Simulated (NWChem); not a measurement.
System: C₂H₆OSi, singlet; SMILES CO[Si]C

The following NWChem deck was run.

```
start job
memory heap 200 mb stack 900 mb global 1100 mb
geometry units angstroms noautoz
  Si    -0.829823    -0.758243    -0.000478
  C      0.962687    -1.443997    -0.001005
  H      0.945006    -2.545435    -0.002859
  H      1.532097    -1.118844     0.888853
  H      1.532760    -1.115805    -0.889312
  O     -0.580924     0.891648     0.002001
  C      0.541931     1.726107     0.002811
  H      1.493587     1.167995     0.009251
  H      0.524651     2.372700    -0.890031
  H      0.517097     2.380496     0.889742
end
basis spherical
  * library def2-svp
end
dft
  xc pbe0
  iterations 150
  mulliken
end
task dft energy
```

Low-valent species are run as closed-shell singlets; no triplet was tried in these runs. Coordinates come from a PBE0/def2-SVP optimisation.

Problem. Predict the main results of this run. (PBE0/def2-SVP.) Quantities: energy (Ha); highest occupied level (eV); orbital gap (eV); dipole (D).

Solution. 
```yaml
energy (Ha): -444.01
highest occupied level (eV): -6.13
orbital gap (eV): 4.67
dipole (D): 2.32
```
